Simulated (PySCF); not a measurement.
A PySCF script (with the pyscf-properties extension) for the NMR shieldings of SMILES CC#CBC[Si@H](C)CC, C7H15BSi, on a GFN2-xTB geometry:

```python
import basis_set_exchange as bse
import numpy as np
from pyscf import gto, dft
from pyscf.prop import nmr

atoms = """
C     3.535238    1.925011   -0.183830
C     2.687497    0.786968    0.092804
C     1.973008   -0.159889    0.326101
B     1.074374   -1.319556    0.646569
C    -0.251372   -1.074161    1.431547
Si   -1.725627   -0.837723    0.222335
C    -2.086068   -2.469707   -0.687130
C    -1.376348    0.537329   -1.055042
C    -0.958067    1.859880   -0.421002
H     4.195384    1.717154   -1.026403
H     4.144213    2.147237    0.693204
H     2.925699    2.799381   -0.415172
H     1.373250   -2.397057    0.285783
H    -0.211339   -0.183996    2.058055
H    -0.514263   -1.915948    2.071172
H    -2.907046   -0.457174    1.028778
H    -2.964984   -2.387382   -1.318937
H    -1.252130   -2.762647   -1.318252
H    -2.263485   -3.277668    0.015732
H    -0.588116    0.214363   -1.738189
H    -2.266588    0.701752   -1.665137
H    -0.028173    1.734312    0.127688
H    -0.805857    2.625805   -1.180657
H    -1.720935    2.213482    0.268926
"""
names = dict.fromkeys(["C", "B", "Si", "H"], "pcSseg-1")
basis = {el: gto.basis.parse(bse.get_basis(n, elements=[el], fmt="nwchem")) for el, n in names.items()}
mol = gto.M(atom=atoms, basis=basis, charge=0, verbose=0)
mf = dft.RKS(mol, xc="PBE0")
mf.grids.level = 2
mf.grids.alignment = dft.numint.BLKSIZE   # the property module wants whole blocks of grid points
mf.conv_tol = 1e-9
mf.kernel()

calc = nmr.RKS(mf)   # GIAO
C = mf.mo_coeff
Co = C[:, mf.mo_occ > 0]
resp = mf.gen_response(singlet=True, hermi=2)
def vind(x):   # induced exchange potential for any number of trial vectors
    d = np.einsum("pi,xij,qj->xpq", C, 2 * x.reshape(-1, C.shape[1], Co.shape[1]), Co, optimize=True)
    return np.einsum("xpq,pi,qj->xij", resp(d - d.transpose(0, 2, 1)), C, Co, optimize=True).ravel()
mo1, _ = nmr.rhf.solve_mo1(calc, with_cphf=vind)
sigma = calc.kernel(mo1)
for i, s in enumerate(sigma):   # ppm
    print("%2d %-2s %9.2f" % (i, mol.atom_pure_symbol(i), np.trace(s) / 3))
```

**Question.** What does it print?

**Answer.** 
```
 0 C     179.06
 1 C      43.82
 2 C      86.07
 3 B      34.75
 4 C     159.04
 5 Si    362.67
 6 C     188.34
 7 C     175.30
 8 C     176.60
 9 H      29.31
10 H      29.31
11 H      29.35
12 H      25.06
13 H      29.96
14 H      30.08
15 H      27.15
16 H      31.65
17 H      31.61
18 H      31.46
19 H      31.11
20 H      31.02
21 H      29.87
22 H      30.43
23 H      30.85
```

These numbers come from an equivalent density-fitted implementation of the same equations, which agrees with the script to about 0.01 ppm for H and up to a few tenths of a ppm for heavy atoms, so last digits may differ.

Size and cost of the density-fitted run: 235 basis functions, 100 s wall time on 1 thread of an Arm Neoverse N1, shared host; peak memory 1.1 GiB.
